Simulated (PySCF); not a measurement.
Si(Cl)(Br)(Me)(OH) (CH₄BrClOSi), SMILES C[Si](O)(Cl)Br. Atoms are numbered in the order given.

```xyz
9

C      2.0217     0.0866    -1.0507
Si     0.2050    -0.0252    -0.6855
O     -0.4604    -1.1686    -1.6953
Cl    -0.7191     1.8178    -0.9814
Br    -0.1388    -0.5917     1.4602
H      2.5049    -0.8939    -0.8705
H      2.4980     0.8456    -0.4007
H      2.1745     0.3748    -2.1099
H     -1.4122    -1.3384    -1.5779
```

Geometry optimised at PBE-D3(BJ)/def2-SVP. This is a generated structure with no PubChem entry under its InChIKey; it may be hypothetical. The values are those of a single conformer.

All values below come from PBE/pcSseg-1 run with PySCF.

GIAO shieldings, no solvent; atoms alike by connectivity are averaged. δ = σ(ref) − σ: ¹³C against TMS (σ = 182.0 ppm); ²⁹Si against TMS (σ = 335.4 ppm); ¹⁷O against H2O (σ = 334.3 ppm); ³⁵Cl against HCl (σ = 936.5 ppm); ¹H against TMS (σ = 31.49 ppm), references at their B3LYP-D3(BJ)/def2-TZVP geometries, non-relativistic (without spin–orbit terms, shifts of atoms bonded to Cl or Br come out too high).

```
nucleus       atoms  count  δ (ppm)
-------  ----------  -----  -------
¹³C              C1      1     11.8
²⁹Si            Si2      1     30.4
¹⁷O              O3      1    121.3
³⁵Cl            Cl4      1    168.0
¹H               H9      1     3.14
¹H       H6, H7, H8      3     1.29
```
